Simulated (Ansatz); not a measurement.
Species: C$_{2}$H$_{4}$O$_{2}$S, SMILES `CS(=O)C=O` (O–S–C–O torsion 170°) (charge 0, multiplicity 1).

### Question
Give a relaxed geometry from B3LYP-D3(BJ)/def2-TZVP run with Ansatz (an electronic-structure program).

### Answer
One answer among several that fit: the end point of this relaxation, one of several conformers (outside a Z-matrix the atoms follow the SMILES, hydrogens last).
Bonds (Å): C1–S2 1.823, C1–H6 1.089, C1–H7 1.088, C1–H8 1.089, S2–O3 1.487, S2–C4 1.874, C4–O5 1.189, C4–H9 1.110. Angles (°): S2–C1–H6 109.1, S2–C1–H7 106.7, S2–C1–H8 108.3, H6–C1–H7 110.4, H6–C1–H8 111.5, H7–C1–H8 110.7, C1–S2–O3 108.9, C1–S2–C4 93.5, O3–S2–C4 105.2, S2–C4–O5 124.7, S2–C4–H9 109.3, O5–C4–H9 125.9.
